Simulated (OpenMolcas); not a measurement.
Tc2+: effect of the IPEA shift

| Item | Value |
| --- | --- |
| Program | OpenMolcas 26.06 |
| Basis | ANO-RCC-VTZP [7s6p4d2f1g] |
| Scalar Hamiltonian | DKH2, point nucleus |
| Active space | 5 electrons in 6 orbitals (4d 5s) |
| State averaging | 2S+1 = 6 even, 6 roots; 2S+1 = 4 even, 64 roots; 2S+1 = 2 even, 145 roots (128 in the spin-orbit step) |
| Spin-orbit coupling | state interaction with AMFI integrals over the reference wave functions, term energies averaged over their components |

Methods on the same reference wave functions:
A. CASSCF
B. MS-CASPT2, IPEA 0 Eh, imaginary shift 0.1 Eh (closed shells correlated: 4s 4p)
C. MS-CASPT2, IPEA 0.25 Eh, imaginary shift 0.1 Eh (closed shells correlated: 4s 4p)

Energies in cm-1 above 4d5 6S 5/2.

| Level | A | B | C |
| --- | --- | --- | --- |
| 4d5 6S 5/2 | 0.0 | 0.0 | 0.0 |
| 4d5 4G 5/2 | 22944 | 20510 | 20530 |
| 4d5 4G 7/2 | 23087 | 20680 | 20680 |
| 4d5 4G 11/2 | 23130 | 20740 | 20740 |
| 4d5 4G 9/2 | 23173 | 20780 | 20780 |
| 4d5 4P 5/2 [60 %] | 25900 | 22230 | 22450 |
| 4d5 4P 3/2 [63 %] | 26197 | 22550 | 22760 |
| 4d5 4P 1/2 | 26609 | 23050 | 23260 |
| 4d5 4D 7/2 | 28281 | 24100 | 24330 |
| 4d5 4D 1/2 | 28678 | 24660 | 24880 |
| 4d5 4D 3/2 [63 %] | 29018 | 25080 | 25290 |
| 4d5 4D 5/2 [62 %] | 29049 | 25080 | 25310 |
| 4d5 2I 11/2 | 33049 | 30410 | 30720 |
| 4d5 2I 13/2 | 33348 | 30780 | 31080 |
| 4d5 2D 5/2(1) [56 %] | 35849 | 31390 | 31840 |
| 4d5 2D 3/2(1) [67 %] | 36928 | 32120 | 32540 |
| 4d5 2F 7/2(1) [74 %] | 38374 | 34270 | 34670 |
| 4d5 4F 9/2 [70 %] | 39028 | 33310 | 33610 |
| 4d5 4F 5/2 | 39523 | 33790 | 34070 |
| 4d5 4F 3/2 [67 %] | 40100 | 34460 | 34790 |
| 4d5 2H 11/2 | 41761 | 37600 | 38130 |
| 4d5 2G 7/2(1) | 41826 | 36570 | 37130 |
| 4d4 5s 6D 1/2 | 43700 | 45360 | 44970 |
| 4d4 5s 6D 3/2 | 44019 | 45690 | 45300 |

Between B and C the level of the table that moves most is 4d5 2G 7/2(1), by 560 cm-1 (lowest in B, highest in C). Moves below CASPT2's spread within the term are not significant.

From A to B the spin-free energies of the other terms of 4d5 shown, above 6S, scale by factors of 0.85 to 0.92, as is usual when dynamic correlation screens the repulsion within a d or f shell.

The lowest spin-free term lies below A's lowest term by 0.387 hartree in B, 0.372 hartree in C.

Term energies are means over components that CASPT2 splits; among the terms shown or strongly mixed into the levels shown the widest spread is 350 cm-1 (4d5 4G, C). Some high roots are left out of the spin-orbit mixing, which shifts the levels that they would mix with. A single d shell beside an s shell can misplace configurations of different d count against each other. Without dynamic correlation excited terms often stand tens of per cent too high (terms of higher spin than the ground term too low), and those without a measured partner can miss by more than the paired ones (holds for A). Blocks of more than 70 roots (2S+1 = 2 even) ran without multistate coupling (holds for B; C). Levels of configurations outside the active space are missing. Levels that lie high or do not pair safely by name in every column are left out.

A share in square brackets marks a mixed level and gives the weight of the term that names it, the lowest over the columns. A number in round brackets counts repeated terms of one configuration in the order of the reference energies.
